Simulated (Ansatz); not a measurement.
Species: Cl3In, SMILES `[In]([Cl])([Cl])[Cl]` (charge 0, multiplicity 1), formula Cl3In.

Q: How many basis functions does frozen-core CCSD(T)/def2-TZVPP // r2SCAN-D4/def2-TZVP (Ansatz, a program for electronic structure) use, how many core orbitals are frozen, and how many electrons are correlated?

A: 176 basis functions and 19 frozen orbitals, which leaves 34 correlated electrons (filled d shells below the valence shell are correlated). Core time is of the order of minutes.
